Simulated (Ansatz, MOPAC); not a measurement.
Species: CdI, net charge 1, singlet state. SMILES: [Cd+][I]

Atoms: Cd1, I2. Bonds: Cd1-I2.

Bond lengths (Å) and angles (degrees) optimised at PM6 with MOPAC; PM7 with MOPAC; HF/STO-3G with Ansatz (a first-principles code); HF/LANL2DZ with Ansatz, each started from the B3LYP-D3(BJ)/def2-TZVP structure (Ansatz) of the last column. A row stands for all coordinates that are equal there.

| coordinate | PM6 | PM7 | HF/STO-3G | HF/LANL2DZ | B3LYP-D3(BJ)/def2-TZVP |
|---|---|---|---|---|---|
| Cd1-I2 | 2.824 | 2.497 | 2.493 | 2.609 | 2.592 |

Mean signed difference of all 1 bond lengths from B3LYP-D3(BJ)/def2-TZVP: PM6 0.232 Å, PM7 -0.095 Å, HF/STO-3G -0.100 Å, HF/LANL2DZ 0.017 Å.
